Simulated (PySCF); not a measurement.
## Frontier orbitals and the lowest excitations

C₂H₈OSi₂.
Z-matrix (Å and degrees, GFN2-xTB geometry), rows numbered from 1:
```
C 
C   1  1.5047
O   2  1.2114  1  122.21
Si  2  1.9229  1  118.47  3   177.75
Si  4  2.3129  2  107.75  1  -105.15
H   1  1.0882  2  108.72  3   119.24
H   1  1.0879  2  111.31  3    -1.80
H   1  1.0884  2  109.06  3  -123.42
H   4  1.4717  2  106.03  1    18.81
H   4  1.4651  2  105.43  1   131.93
H   5  1.4654  4  110.95  2   176.63
H   5  1.4624  4  112.63  2   -63.09
H   5  1.4678  4  111.80  2    57.70
```

Level of theory: PySCF 2.14.0, density-fitted response routines, TDDFT PBE0/def2-SVPD, vertical, gas phase, core orbitals frozen in the response.

Kohn–Sham orbitals with the atoms that hold most of them (Löwdin shares over 4%, at most four atoms; ? is withheld):

| orbital | ε (eV) | atoms |
| --- | --- | --- |
| LUMO+2 | 0.07 | Si5 32%, Si4 29%, H13 9%, H10 8% |
| LUMO+1 | -0.15 | Si4 30%, Si5 23%, H9 10%, H12 7% |
| LUMO | -1.34 | C2 36%, O3 29%, Si4 11%, C1 7% |
| HOMO | -6.91 | ? |
| HOMO-1 | -8.89 | ? |
| HOMO-2 | -9.68 | Si4 24%, Si5 19%, H10 15%, H9 13% |
| HOMO-3 | -9.99 | Si5 41%, H11 30%, H12 11%, H13 7% |

Which atoms hold the HOMO, and with what shares?

O3 (bonded to C) 51%; C2 (bonded to C, O and Si) 17%; Si4 (bonded to C, Si and 2 H) 13%; C1 (bonded to C and 3 H) 10%. By element: oxygen 51%, carbon 28%, silicon 13% or more.

Which atoms hold the HOMO-1, and with what shares?

Si4 (bonded to C, Si and 2 H) 31%; Si5 (bonded to Si and 3 H) 31%; O3 (bonded to C) 6%; H9 (bonded to Si) 6%. By element: silicon 62%, oxygen 6%, hydrogen 6% or more.

How does S1 compare with the orbital gap of 5.56 eV?

S1 is at 3.49 eV (f = 0.0045), 2.08 eV below the gap, made of HOMO→LUMO (97%). 

One configuration dominates each of S1 and S2. Which, and how do the shares of the two leading atoms of either orbital change from the occupied to the empty one?

- S1 (3.49 eV, f 0.0045), HOMO→LUMO (97%): O3 51% → 29%, C2 17% → 36%
- S2 (5.64 eV, f 0.014), HOMO→LUMO+1 (92%): O3 51% → at most 8%, C2 17% → at most 8%, Si4 13% → 30%, Si5 at most 9% → 23%

Rough CPU time on one thread of a shared machine: about 40 s.

One conformer stands for the species.
